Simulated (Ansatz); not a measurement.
System: trifluoromethoxyethene, C3H3F3O, net charge 0, singlet state. SMILES: C=COC(F)(F)F
Structure (B3LYP-D3(BJ)/def2-TZVP (Ansatz, a first-principles code) minimum search):
```
O
C 1 1.3523
F 2 1.3299 1 107.48
F 2 1.3441 3 108.28 1 121.98
F 2 1.3441 3 108.28 1 -121.98
C 1 1.3872 2 121.26 3 180.00
C 6 1.3207 1 128.40 2 0.00
H 7 1.0787 6 124.11 1 0.00
H 6 1.0794 7 123.62 8 -180.00
H 7 1.0799 8 117.94 6 -180.00
```

Quantity: atomisation energy (electronic, to ground-state atoms), in eV. Valence correlation only, unless marked. UHF or UKS for open shells. Spin-orbit coupling is left out. Non-relativistic. The coupled-cluster limit lacks core correlation, which all-electron functionals hold. CBS marks a two-point X^-3 extrapolation of the correlation energy; Hartree-Fock from the larger set.

| level | program | atomisation energy (eV) |
|---|---|---|
| HF/aug-cc-pVDZ | Ansatz | 29.23 |
| CAM-B3LYP-D4/def2-TZVPD | Ansatz + dftd4 | 43.71 |
| RPA@PBE/cc-pVTZ | Ansatz | 39.45 |
| SCS-MP2/STO-3G | Ansatz | 36.90 |
| CCSD/cc-pVDZ | Ansatz | 39.14 |
| CCSD(T)/cc-pVTZ | Ansatz | 42.26 |
| CCSD(T)/CBS(cc-pVTZ,cc-pVQZ) | Ansatz | 43.44 |
